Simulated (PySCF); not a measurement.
# Orbital levels and atomic charges

System: [C3F8NO4S2]- (anion), SMILES O=S(=O)(F)[N-]S(=O)(=O)C(F)(F)C(F)(F)C(F)(F)F.

Cartesian coordinates (Å):
```
  1 O    -3.216   -0.839    1.373
  2 S    -3.358   -0.073    0.183
  3 O    -4.526   -0.262   -0.611
  4 F    -3.533    1.483    0.719
  5 N    -2.041    0.022   -0.669
  6 S    -0.816   -0.193    0.289
  7 O    -0.681    0.706    1.387
  8 O    -0.398   -1.548    0.476
  9 C     0.538    0.426   -0.934
 10 F     0.182    1.622   -1.456
 11 F     0.615   -0.432   -1.980
 12 C     1.931    0.571   -0.314
 13 F     2.860    0.906   -1.258
 14 F     1.955    1.580    0.575
 15 C     2.460   -0.705    0.390
 16 F     3.795   -0.593    0.547
 17 F     2.270   -1.807   -0.320
 18 F     1.963   -0.864    1.604
```

Method: CAM-B3LYP/6-31G*, gas phase, PySCF, fitting set def2-universal-JFIT up to Ne and JKFIT beyond, grid level 1.

Task: Give the orbital energies near the gap.

Result: 
```tsv
orbital	eV
HOMO-4	-6.99
HOMO-3	-6.69
HOMO-2	-6.22
HOMO-1	-6.05
HOMO	-5.46
LUMO	5.07
LUMO+1	5.97
LUMO+2	6.52
LUMO+3	6.83
```

Task: Give the partial charges of the non-hydrogen atoms.

Result: 
| atom | Mulliken | IAO | Hirshfeld |
| --- | --- | --- | --- |
| O1 | -0.51 | -0.88 | -0.33 |
| S2 | 1.23 | 2.30 | 0.53 |
| O3 | -0.50 | -0.88 | -0.34 |
| F4 | -0.37 | -0.52 | -0.17 |
| N5 | -0.65 | -1.05 | -0.33 |
| S6 | 1.12 | 2.11 | 0.46 |
| O7 | -0.52 | -0.90 | -0.35 |
| O8 | -0.53 | -0.91 | -0.35 |
| C9 | 0.38 | 0.32 | 0.13 |
| F10 | -0.30 | -0.28 | -0.10 |
| F11 | -0.30 | -0.28 | -0.10 |
| C12 | 0.53 | 0.51 | 0.16 |
| F13 | -0.32 | -0.29 | -0.11 |
| F14 | -0.29 | -0.27 | -0.08 |
| C15 | 0.83 | 0.80 | 0.24 |
| F16 | -0.30 | -0.29 | -0.11 |
| F17 | -0.26 | -0.26 | -0.08 |
| F18 | -0.24 | -0.25 | -0.07 |
